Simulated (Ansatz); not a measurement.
Geometry optimisation, RHF/def2-SVP in Ansatz.

Input:

```yaml
crystal:
  periodic: [false, false, false]
  atoms:
    - { symbol: Ge, position_ang: [0.0, 0.0, 0.0] }
    - { symbol: Cl, position_ang: [0.0, 0.0, 2.57] }
    - { symbol: O, position_ang: [1.6691, 0.0, -0.5894] }
    - { symbol: H, position_ang: [1.9855, -0.9521, -0.7061] }
    - { symbol: O, position_ang: [-0.8337, 1.4443, -0.5894] }
    - { symbol: H, position_ang: [-1.7915, 1.2136, -0.8118] }
    - { symbol: H, position_ang: [-0.73, -1.2648, -0.5162] }
    - { symbol: P, position_ang: [1.3478, 2.0326, 0.8104] }
    - { symbol: H, position_ang: [2.4401, 1.5915, 1.6033] }
    - { symbol: H, position_ang: [1.8381, 2.7536, -0.3104] }
    - { symbol: H, position_ang: [0.8047, 1.2136, 2.0743] }
basis:
  gaussian: { orbitals: def2-SVP }
hamiltonian:
  xc: hf
relax:
  f_tol: 0.15
  max_steps: 25
  restrain:
    - { distance: [0, 7], at: 3.47, k: 30.0 }
    - { distance: [10, 1], at: 2.57, k: 30.0 }
    - { distance: [0, 1], at: 2.22, k: 30.0 }
    - { distance: [10, 7], at: 1.42, k: 30.0 }
```

Launched with:

```bash
$ ansatz run input.yaml --threads 4 --pin off --max-ram 5120MiB --backend cpu --events-out ev --progress --plain --runs-dir out
```

Question: Where does it end, and by what steps?

Answer: The run converged. The restraints hold the end off the free minimum; the threshold counts their pulls, which the force column leaves out. Restrained pairs: Ge1–P8 (2.57 → 3.51 Å), Cl2–H11 (1.54 → 2.58 Å), Ge1–Cl2 (2.57 → 2.20 Å), P8–H11 (1.60 → 1.41 Å). After 10 steps the energy has fallen by 6.217 eV (the restraints' own energy left out); P8 moved furthest, 0.77 Å.

```json
{"step": "0", "energy less start (eV)": "0.0000", "largest force component (eV/Å)": "6.140", "accepted": "yes"}
{"step": "1", "energy less start (eV)": "-0.6569", "largest force component (eV/Å)": "3.478", "accepted": "yes"}
{"step": "2", "energy less start (eV)": "-2.0774", "largest force component (eV/Å)": "3.831", "accepted": "yes"}
{"step": "3", "energy less start (eV)": "-3.7204", "largest force component (eV/Å)": "3.244", "accepted": "yes"}
{"step": "4", "energy less start (eV)": "-5.3692", "largest force component (eV/Å)": "1.409", "accepted": "yes"}
{"step": "5", "energy less start (eV)": "-6.0508", "largest force component (eV/Å)": "1.010", "accepted": "yes"}
{"step": "6", "energy less start (eV)": "-6.1948", "largest force component (eV/Å)": "0.694", "accepted": "yes"}
{"step": "7", "energy less start (eV)": "-6.2046", "largest force component (eV/Å)": "0.932", "accepted": "yes"}
{"step": "8", "energy less start (eV)": "-5.9646", "largest force component (eV/Å)": "3.230", "accepted": "no"}
{"step": "9", "energy less start (eV)": "-6.2138", "largest force component (eV/Å)": "0.836", "accepted": "yes"}
{"step": "10", "energy less start (eV)": "-6.2172", "largest force component (eV/Å)": "0.887", "accepted": "yes"}
```

```xyz
11
Properties=species:S:1:pos:R:3
Ge -0.061 -0.166 -0.039
Cl -0.214 -0.560 2.121
O 1.591 -0.179 -0.569
H 2.099 -0.942 -0.330
O -0.776 1.356 -0.469
H -1.722 1.387 -0.498
H -0.850 -1.305 -0.672
P 1.709 2.617 1.149
H 2.740 1.684 1.382
H 1.542 2.326 -0.210
H 0.672 1.815 1.671
```

The run took 19 s on 4 threads of AMD EPYC 7B13 (Zen 3), with other jobs on the host, peak memory 0.34 GiB.
